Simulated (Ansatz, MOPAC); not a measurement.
Molecule: SbBr2 (charge +1, singlet). SMILES of the parent species: [Br][Sb][Br]

Atoms: Sb1, Br2, Br3. Bonds: Sb1-Br2, Sb1-Br3.

Bond lengths (Å) and angles (degrees) optimised at AM1 with MOPAC; PM3 with MOPAC; MNDO with MOPAC; HF/STO-3G with Ansatz (a quantum-chemistry and plane-wave program); HF/LANL2DZ with Ansatz; PBE/LANL2DZ with Ansatz, each started from the B3LYP-D3(BJ)/def2-TZVP structure (Ansatz) of the last column. A row stands for all coordinates that are equal there. No wavenumbers were computed at MNDO, HF/STO-3G, PBE/LANL2DZ, so these may be saddle points.

```csv
coordinate,AM1,PM3,MNDO,HF/STO-3G,HF/LANL2DZ,PBE/LANL2DZ,B3LYP-D3(BJ)/def2-TZVP
Sb1-Br2,2.442,2.447,2.314,2.424,2.520,2.567,2.431
Br2-Sb1-Br3,102.0,98.8,105.9,97.9,100.1,101.9,101.8
```

Mean signed difference of all 2 bond lengths from B3LYP-D3(BJ)/def2-TZVP: AM1 0.011 Å, PM3 0.016 Å, MNDO -0.117 Å, HF/STO-3G -0.007 Å, HF/LANL2DZ 0.089 Å, PBE/LANL2DZ 0.136 Å.
